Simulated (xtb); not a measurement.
diselenium (Se2), triplet, geometry from GFN2-xTB; GFN2-xTB (xtb).

The xtb input:
```
$ xtb mol.xyz --gfn 2 --chrg 0 --uhf 2 --json

# file mol.xyz
2

Se    -0.00000000    -0.00000000    -1.08303360
Se     0.00000000     0.00000000     1.08303360
```

### Question
What does xtb print? Leave out banner, timings and long lists.

### Answer

```
   ID    Z sym.   atoms
    1   34 Se     1, 2

           -------------------------------------------------
          |                Calculation Setup                |
           -------------------------------------------------

           -------------------------------------------------
          |                 G F N 2 - x T B                 |
           -------------------------------------------------

          ...................................................
          :                      SETUP                      :
          :.................................................:
          :  # basis functions                  20          :
          :  # atomic orbitals                  18          :
          :  # shells                            6          :
          :  # electrons                        12          :
          :  max. iterations                   250          :
          :  Hamiltonian                  GFN2-xTB          :
          :  restarted?                      false          :
          :  GBSA solvation                  false          :
          :  PC potential                    false          :
          :  electronic temp.          300.0000000     K    :
          :  accuracy                    1.0000000          :
          :  -> integral cutoff          0.2500000E+02      :
          :  -> integral neglect         0.1000000E-07      :
          :  -> SCF convergence          0.1000000E-05 Eh   :
          :  -> wf. convergence          0.1000000E-03 e    :
          :  Broyden damping             0.4000000          :
          :  net charge                          0          :
          :  unpaired electrons                  2          :
          ...................................................

 iter      E             dE          RMSdq      gap      omega  full diag
   1     -6.3776739 -0.637767E+01  0.264E+00    3.95       0.0  T
   2     -6.3776884 -0.144904E-04  0.140E+00    3.96       1.0  T
   3     -6.3776916 -0.324264E-05  0.280E-01    3.96       1.0  T
   4     -6.3776917 -0.781626E-07  0.400E-03    3.96      17.7  T
   5     -6.3776917 -0.186473E-10  0.173E-03    3.96      40.8  T
   6     -6.3776917 -0.810019E-12  0.549E-06    3.96   12889.3  T
   7     -6.3776917 -0.115463E-13  0.857E-07    3.96   82510.4  T

   *** convergence criteria satisfied after 7 iterations ***

 transition dipole moment (au) for excitation:           6           7
     X       Y       Z
[...]
         :: total energy              -6.370782047142 Eh    ::
[...]
        11                         -0.0030265              -0.0824
        12                         -0.0030265              -0.0824
        13                          0.0208510               0.5674
        14                          0.0208510               0.5674
        15                          0.1395118               3.7963
        16                          0.2087929               5.6815
        17                          0.2087929               5.6815
        18                          1.0096897              27.4751
      -------------------------------------------------------------
                  HL-Gap            0.1455384 Eh            3.9603 eV
             Fermi-level           -0.3511429 Eh           -9.5551 eV

     #   Z          covCN         q      C6AA      α(0)
     1  34 Se       0.978     0.000   226.756    26.389
     2  34 Se       0.978    -0.000   226.756    26.389

 Mol. C6AA /au·bohr⁶  :        907.023220
 Mol. C8AA /au·bohr⁸  :      64536.688965
 Mol. α(0) /au        :         52.778791

Wiberg/Mayer (AO) data.
largest (>0.10) Wiberg bond orders for each atom

 ---------------------------------------------------------------------------
     #   Z sym  total        # sym  WBO       # sym  WBO       # sym  WBO
 ---------------------------------------------------------------------------
     1  34 Se   2.239 --     2 Se   2.239
     2  34 Se   2.239 --     1 Se   2.239
 ---------------------------------------------------------------------------

Topologies differ in total number of bonds
Writing topology from bond orders to xtbtopo.mol

molecular dipole:
                 x           y           z       tot (Debye)
 q only:        0.000       0.000      -0.000
   full:       -0.000      -0.000      -0.000       0.000
molecular quadrupole (traceless):
                xx          xy          yy          xz          yz          zz
 q only:        0.000       0.000       0.000       0.000       0.000      -0.000
  q+dip:        0.680       0.000       0.680       0.000       0.000      -1.361
   full:        0.786      -0.000       0.786       0.000      -0.000      -1.572

           -------------------------------------------------
          | TOTAL ENERGY               -6.370782047142 Eh   |
          | GRADIENT NORM               0.000000016915 Eh/α |
          | HOMO-LUMO GAP               3.960301768170 eV   |
           -------------------------------------------------

normal termination of xtb
```
